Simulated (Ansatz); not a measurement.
Relaxation of BCl2H3S (7 atoms, charge 0, multiplicity 1), to a largest force component of 0.03 eV/Å in at most 50 steps.

Computed with Ansatz, RHF/def2-SVP.

```xyz
7
Properties=species:S:1:pos:R:3
B 0.007 0.328 0.026
Cl -0.156 0.568 1.826
H 1.089 0.241 -0.443
Cl -1.418 0.444 -0.979
S 0.058 -2.726 0.530
H -1.215 -3.010 0.247
H -0.240 -2.005 1.655
```

Question: Where does it end, and by what steps?

Answer: The forces met the threshold. The force dipped under the threshold on the way, but the program's further checks kept it going. After 14 steps the energy has fallen by 0.187 eV; H7 moved furthest, 0.74 Å.

```
step  energy less start (eV)  largest force component (eV/Å)  accepted
   0                  0.0000                           1.057       yes
   1                 -0.1288                           0.834       yes
   2                 -0.0810                           1.290        no
   3                 -0.1459                           0.716       yes
   4                 -0.1631                           0.620       yes
   5                 -0.1748                           0.493       yes
   6                 -0.1854                           0.084       yes
   7                 -0.1860                           0.072       yes
   8                 -0.1863                           0.074       yes
   9                 -0.1694                           0.905        no
  10                 -0.1862                           0.038        no
  11                 -0.1868                           0.022       yes
  12                 -0.1869                           0.039       yes
  13                 -0.1863                           0.082        no
  14                 -0.1870                           0.001       yes
```

```xyz
7
Properties=species:S:1:pos:R:3
B 0.018 0.601 -0.012
Cl -0.119 0.987 1.693
H 1.087 0.435 -0.496
Cl -1.416 0.538 -1.019
S 0.043 -2.985 0.607
H -1.231 -3.027 0.212
H -0.257 -2.709 1.877
```

Whether the end is a true minimum wasn't checked by a vibrational analysis.

Time of the run: 23 s on 1 thread of Arm Neoverse V1, on a shared host, peak memory 0.15 GiB.
